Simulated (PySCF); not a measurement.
Isomers of C6H9F, one GFN2-xTB conformer each. Single-point energies are computed at PBE0/pcSseg-1 (PySCF, gas phase, no added dispersion term), electronic only.

```json
{"SMILES": "C=C/C(C)=C\\CF", "GFN2-xTB relative energy (kcal/mol)": "0.0"}
{"SMILES": "C=C1[C@@H](C)[C@@H]1CF", "GFN2-xTB relative energy (kcal/mol)": "4.2"}
```

Conformers: `[CH2:1]=[CH:2]/[C:3]([CH3:4])=[CH:5]\[CH2:6][F:7]` with C1–C2–C3–C4 0°, C3–C5–C6–F7 180°; `[CH2:1]=[C:2]1[C@@H:3]([CH3:4])[C@@H:5]1[CH2:6][F:7]` with C3–C5–C6–F7 86°.

What does PBE0/pcSseg-1 give for the same structures?

```csv
SMILES,PBE0/pcSseg-1 E (Eh),PBE0/pcSseg-1 (kcal/mol),GFN2-xTB (kcal/mol),point group
C=C/C(C)=C\CF,-333.43034,0.0,0.0,Cs
C=C1[C@@H](C)[C@@H]1CF,-333.41107,12.1,4.2,C1
```

Both levels put the same isomer lowest. As drawn, the higher has a three-membered ring, which the lower lacks.

Which frontier levels, dipoles and rotational constants go with these structures?

```json
{"SMILES": "C=C/C(C)=C\\CF", "HOMO (eV, PBE0/pcSseg-1)": "-6.76", "LUMO (eV)": "-1.04", "dipole (D)": "1.92", "A, B, C (MHz)": "5380, 1330, 1081"}
{"SMILES": "C=C1[C@@H](C)[C@@H]1CF", "HOMO (eV, PBE0/pcSseg-1)": "-7.73", "LUMO (eV)": "0.01", "dipole (D)": "1.62", "A, B, C (MHz)": "3700, 1842, 1314"}
```
